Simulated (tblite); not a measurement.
C₅H₅OS₂ (doublet state).
SMILES with atom numbers: `[CH2:1][O:2][c:3]1[cH:4][cH:5][c:6]([SH:7])[s:8]1` (hydrogens: H9, H10 on C1; H11 on C4; H12 on C5; H13 on S7)
Bond orders are those of one Lewis drawing.

Computed with GFN2-xTB (tblite), gas phase: L-BFGS steps from a force-field or distance-geometry start until the largest atomic force falls under 0.01 eV/Å.

Step 0: E = -644.1650 eV
```
atom  x, y, z in Å  |  force x, y, z in eV/Å
C1      2.8161    0.8133    0.4761   -0.684  -1.584  -0.298
O2      2.1196   -0.1884   -0.2424   -1.084   1.788   0.572
C3      0.7273   -0.1929   -0.2178    1.299   1.128   0.933
C4     -0.0617   -1.0862   -0.8646    2.610  -1.327  -0.771
C5     -1.4018   -0.9230   -0.7181   -3.072   0.477   0.226
C6     -1.7805    0.1517    0.0338    0.767   1.085   1.178
S7     -3.4844    0.6239    0.3744    0.787   0.316   0.557
S8     -0.2467    1.0818    0.6852   -1.037  -2.535  -1.742
H9      2.9249    0.6362    1.5460   -0.388   0.264  -0.334
H10     3.6510    1.2508   -0.0466   -0.110  -0.245  -0.117
H11     0.3633   -1.9282   -1.4495   -0.236   0.783   0.515
H12    -2.1568   -1.5867   -1.1876    0.637   0.596   0.424
H13    -3.4746    1.3482    1.5934    0.508  -0.746  -1.142
```

**Question.** Estimate the geometry and energy of step 1. (The exact step hangs on the optimiser's Hessian estimate; all steps are aligned on step 0, rigid shifts and turns removed.)

**Answer.** E = -644.5535 eV, largest force 2.109 eV/Å
```
atom  x, y, z in Å  |  force x, y, z in eV/Å
C1      2.8063    0.7907    0.4718    0.161  -0.577  -0.059
O2      2.1041   -0.1629   -0.2342   -0.507   1.138   0.088
C3      0.7458   -0.1768   -0.2044   -0.349  -0.295  -0.068
C4     -0.0244   -1.1052   -0.8756   -0.804   1.005   0.888
C5     -1.4457   -0.9162   -0.7149    1.286   0.644   0.335
C6     -1.7695    0.1672    0.0506    0.578   0.354   0.617
S7     -3.4732    0.6284    0.3823    0.584   0.266   0.346
S8     -0.2615    1.0456    0.6604   -0.810  -1.631  -1.063
H9      2.9193    0.6400    1.5413   -0.414   0.214  -0.177
H10     3.6494    1.2473   -0.0483   -0.384  -0.424   0.031
H11     0.3600   -1.9170   -1.4421    0.313  -0.225  -0.175
H12    -2.1477   -1.5782   -1.1815   -0.161   0.069   0.051
H13    -3.4674    1.3375    1.5771    0.507  -0.539  -0.813
```

The energy changes by -0.3884 eV. The first-order estimate −F·Δx gives -0.7085 eV and the mean of the old and new forces, exact on a quadratic surface, -0.3946 eV. The step makes an angle of 0° with the force vector and moves no atom by more than 0.046 Å.

The cost below is that of the whole relaxation. Hardware: an Arm Neoverse V2 with one thread, shared host with 32 logical CPUs at a one-minute load of 24. Cost: 0.37 s wall.
